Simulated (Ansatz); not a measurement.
Calculated with Ansatz (gas phase, PBE0-D4/def2-TZVP geometries, no zero-point term in ΔE). CCSD(T)/CBS is the MP2 limit (def2-TZVPP, def2-QZVPP) plus CCSD(T) − MP2 in def2-TZVPP, frozen cores. This one scheme is used for every species. For Ga outer-core shells are correlated without core-valence functions, which leaves a few kJ/mol of doubt a bond. Scalar relativity is left out up to krypton. Each species was taken in one conformer, which may not be the lowest.

Consider the ligand exchange at a Ga–N bond: `[NH2][Ga]([OH])[OH]` + H–F → `[OH][Ga]([OH])[F]` + NH₃.

`[NH2][Ga]([OH])[OH]`:

Z-matrix (Å, degrees):
```
N
Ga 1 1.809
H 1 1.007 2 119.5
H 1 1.006 2 121.6 3 -147.2
O 2 1.777 1 119.2 3 -15.1
O 2 1.785 1 124.8 3 168.4
H 5 0.960 2 112.6 1 -175.7
H 6 0.959 2 114.8 1 -0.3
```

H–F:

Z-matrix (Å, degrees):
```
F
H 1 0.920
```

`[OH][Ga]([OH])[F]`:

```xyz
6

O     1.232    0.310   -0.808
Ga   -0.348    0.060   -0.055
O    -0.560   -0.734    1.504
F    -1.775    0.620   -0.883
H     1.181    0.757   -1.656
H     0.270   -1.013    1.898
```

NH₃:

Cartesian coordinates in Å:
```
N 0.076 0.148 0.227
H -0.264 -0.773 0.475
H -0.663 0.608 -0.290
H 0.850 0.017 -0.412
```

| level | ΔE (kJ/mol) |
| --- | --- |
| CCSD/def2-SVP | -61.1 |
| SCS-MP2/def2-TZVPP | -48.7 |

(1) What does CCSD(T)/CBS give? (An estimate is asked.)

Largest T1 diagnostic among the species: 0.014.

Answers

(1) Computed: -37.8 kJ/mol. The listed levels differ from it by -23.3, -10.9 kJ/mol.

At CCSD(T), def2-SVP lies −23.0 kJ/mol from the extrapolated value and def2-TZVPP −8.3 kJ/mol. In def2-TZVPP, CCSD(T) changes the Hartree–Fock value by +13.4 kJ/mol (the triples alone add +0.8 kJ/mol) and MP2 by +15.6 kJ/mol.
